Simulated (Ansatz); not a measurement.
One change: `O=C(Cl)C(F)(F)F` becomes `CNCC(F)(F)F`.

Ansatz, PBE0-D4/def2-TZVP geometries, multiplicity 1. Each molecule was computed in one conformer, which needn't be the lowest.

| property | `O=C(Cl)C(F)(F)F` |
| --- | --- |
| ideal-gas entropy at 298 K and 1 bar (rigid rotor, harmonic PBE0-D4/def2-TZVP) / J/(mol·K) | 345 |
| HOMO–LUMO gap (PBE0/def2-TZVPP) / eV | 7.26 |
| HOMO–LUMO gap (ωB97M-V/def2-TZVPP) / eV | 11.94 |
| HOMO energy (PBE/def2-TZVPP) / eV | -7.84 |
| size of the dipole moment (B3LYP/def2-TZVPP) / D | 0.92 |
| HOMO–LUMO gap (PBE/def2-TZVPP) / eV | 4.55 |

(1) Give the same properties after the change, and the shifts. (Best estimate.)

## Answers

(1) Computed: 
```csv
property,`CNCC(F)(F)F`,shift
"ideal-gas entropy at 298 K and 1 bar (rigid rotor, harmonic PBE0-D4/def2-TZVP) / J/(mol·K)",355,10
HOMO–LUMO gap (PBE0/def2-TZVPP) / eV,8.04,0.78
HOMO–LUMO gap (ωB97M-V/def2-TZVPP) / eV,11.88,-0.06
HOMO energy (PBE/def2-TZVPP) / eV,-5.56,2.28
size of the dipole moment (B3LYP/def2-TZVPP) / D,2.75,1.83
HOMO–LUMO gap (PBE/def2-TZVPP) / eV,5.73,1.18
```

With PBE0 the HOMO rises by 2.45 eV and the LUMO rises by 3.23 eV, so the gap widens by about 0.78 eV. PBE moves the HOMO by 2.28 eV and ωB97M-V by 2.36 eV. The zero-point energy changes by 193.5 kJ/mol with +18 modes. Dipoles are sizes alone; their direction can turn. Modes under 60 cm⁻¹, often nearly free rotors, make the harmonic entropy too high.

B3LYP here is the variant with VWN-RPA as its local correlation; programs differ in this.
